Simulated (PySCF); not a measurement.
Dimethylethylborane, C4H11B.
SMILES: `CCB(C)C`

The closed-shell SCF was solved with PySCF and density fitting under several settings on one GFN2-xTB geometry (grid level 2 and gas phase unless stated).

| settings | basis functions | SCF cycles | E (Eh) | HOMO (eV) | LUMO (eV) | dipole (D) |
| --- | --- | --- | --- | --- | --- | --- |
| PBE0/pcSseg-1 | 140 | 12 | -183.6492 | -8.17 | -0.23 | 0.04 |
| PBE0/def2-SVPD | 188 | 12 | -183.5515 | -8.15 | -0.23 | 0.03 |
| PBE0/STO-3G, energy threshold 1e-11 Eh | 36 | 9 | -181.5141 | -6.77 | 2.50 | 0.08 |
| wB97X/IGLO-II, start guess vsap, damping 0.3 at the start, DIIS from the seventh cycle | 176 | 11 | -183.9133 | -10.59 | 2.09 | 0.04 |
| PBE0/def2-SVPD, fitting basis def2-qzvpp-jkfit, start guess atom | 188 | 9 | -183.5515 | -8.15 | -0.23 | 0.03 |
| BHandHLYP/6-311+G(2d,p), IEF-PCM chloroform | 201 | 11 | -183.8489 | -9.36 | 0.49 | 0.03 |
| X3LYP/3-21G, IEF-PCM chloroform | 67 | 11 | -182.8164 | -7.69 | 0.14 | 0.09 |

Task: Estimate the rows for these settings: (1) PBE0/def2-TZVP; (2) PBE0/6-311+G(2d,p), start guess huckel, level shift 0.1 Eh.

Result: 
```json
{"settings": "PBE0/def2-TZVP", "basis functions": "221", "SCF cycles": "12", "E (Eh)": "-183.7374", "HOMO (eV)": "-8.12", "LUMO (eV)": "-0.20", "dipole (D)": "0.04"}
{"settings": "PBE0/6-311+G(2d,p), start guess huckel, level shift 0.1 Eh", "basis functions": "201", "SCF cycles": "10", "E (Eh)": "-183.7256", "HOMO (eV)": "-8.14", "LUMO (eV)": "-0.22", "dipole (D)": "0.04"}
```

Task: Over all rows, what range does the HOMO–LUMO gap span?

Result: From 7.83 eV (X3LYP/3-21G, IEF-PCM chloroform) to 12.68 eV (wB97X/IGLO-II, start guess vsap, damping 0.3 at the start, DIIS from the seventh cycle). The functional of the narrowest has 22 % exact exchange, that of the widest range-separated exact exchange.

Task: Compare two rows with the functional PBE0: PBE0/6-311+G(2d,p), start guess huckel, level shift 0.1 Eh and PBE0/def2-TZVP. Which energy is lower, and by how much?

Result: PBE0/def2-TZVP (221 functions) lies 0.0118 Eh or 7.4 kcal/mol below PBE0/6-311+G(2d,p), start guess huckel, level shift 0.1 Eh (201 functions).

Cycle counts include a coarse-grid stage where the run had one. All basis functions are spherical, in the Pople sets too. The structure is a single GFN2-xTB conformer; no vibrational corrections.

Conformer computed: `[CH3:1][CH2:2][B:3]([CH3:4])[CH3:5]`: C1–C2–B3–C4 7°.
